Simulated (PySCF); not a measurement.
2-methylidenecyclopent-3-en-1-one (C6H6O), SMILES C1CC(C(=C)C=1)=O.

Geometry optimised at PBE-D3(BJ)/def2-SVP. The values are those of a single conformer.

Computed with PySCF with PBE/def2-TZVP.

The molecule is in vacuum.

```
Property                                                                                                         Value
---------------------------------------------------------------------------------------------  -----------------------
total energy                                                                                        -307.16849 hartree
point group                                                                                                         Cs
highest occupied level                                                                                        -5.74 eV
lowest empty level                                                                                            -2.87 eV
orbital gap                                                                                                    2.87 eV
dipole moment                                                                                                   2.85 D
quadrupole, principal values (traceless, Buckingham form, about the centre of nuclear charge)   -6.33, -2.28, 8.61 D·Å
mean static polarisability                                                                       75.4 bohr³ (11.17 Å³)
polarisability, principal values                                                               43.8, 75.5, 106.7 bohr³
```
